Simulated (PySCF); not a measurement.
**Working with the constants of BPb**

UHF-CCSD(T) constants of BPb, ⁴Σ⁻ (quartet), unpaired electrons σ ↑, π ↑↑ (basis B def2-SVPD, Pb def2-SVPD with ECP60; scalar-relativistic core potentials; PySCF 2.14; masses 11.0093 and 207.9766 u):

| Item | Value |
| --- | --- |
| ωe | 491.7 cm⁻¹ |
| ωexe | 3.1 cm⁻¹ |
| Be | 0.30937 cm⁻¹ |
| αe | 0.00256 cm⁻¹ |
| D (centrifugal) | 4.9e-07 cm⁻¹ |
| De to B + Pb | 2.15 eV |

**Question.** Give the vibrational terms G(v) and spacings up to v = 6.

**Answer.** G(v) = ωe(v+½) − ωexe(v+½)².

```csv
v,G(v) (cm⁻¹),G(v) − G(v−1),Bv (cm⁻¹)
0,245.1,,0.3081
1,730.6,485.5,0.3055
2,1209.9,479.3,0.3030
3,1683.0,473.1,0.3004
4,2149.9,466.9,0.2979
5,2610.6,460.7,0.2953
6,3065.1,454.5,0.2927
```

**Question.** How well does the Morse estimate ωe²/(4ωexe) reproduce De, and what is D0?

**Answer.** It gives 2.42 eV, 112 % of the computed De. D0 = De − G(0) = 2.15 − 0.03 = 2.12 eV.

Correlated steps freeze 5 core orbitals. Correlated levels converge slowly with the basis: in double zeta they bind strong bonds too weakly, by up to about 1 eV, and carry superposition errors of some tenths. Spin–orbit coupling is left out, which matters for elements this heavy, above all for dissociation energies. The state was picked by a PBE0 search and need not be the measured ground state.
